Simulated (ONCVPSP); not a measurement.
## copper: ONCV pseudisation with LDA (Perdew-Zunger), scalar-relativistic reference atom.

Cu, optimised norm-conserving Vanderbilt (ONCV), made with ONCVPSP 4.0.1 (LDA (Perdew-Zunger), scalar-relativistic). Core [Ne], reference 3s2 3p6 3d10 4s1. Waves: 3s+4s: rc 1.25 bohr, ncon 4, nbas 9, qcut 7.4 1/bohr, 2 projectors; 3p: rc 1.00 bohr, ncon 4, nbas 7, qcut 15.5 1/bohr, 2 projectors, debl 0.6 Ha; 3d: rc 1.45 bohr, ncon 3, nbas 7, qcut 12.9 1/bohr, 2 projectors, debl 2.1 Ha. Local part: polynomial inside 0.90 bohr (lpopt 5, dvloc0 0 Ha). Core correction: polynomial model core, fcfact 0.3.

In the p channel the program set the typed energies aside and used -2.647, 0.250 Ha.

All-electron outer shells of the reference configuration (LDA (Perdew-Zunger), scalar-relativistic, ld1.x):

```tsv
shell	level (eV)	outermost node (bohr)	outermost maximum (bohr)
2p	-916.44	–	0.16
3s	-114.15	0.29	0.61
3p	-72.03	0.26	0.62
3d	-5.32	–	0.60
4s	-4.87	0.89	2.24
```

What the tests gave:

* Cutoffs needed: 58 Ha and 66 Ha (the cutoffs (Ha) at which the residual kinetic energy of the hardest occupied pseudo-wave falls to 1 and 0.1 mHa per electron)
* Ghost test: no bound ghost flagged; no localised positive-energy state flagged
* Configuration tests: 2 of 4 tests not solved or not reliable
* rms error of d²Exc/dni dnj: 3.62 mHa without and 1.10 mHa with the model core

Generation and tests took about 2.4 s on one core of a shared server CPU.
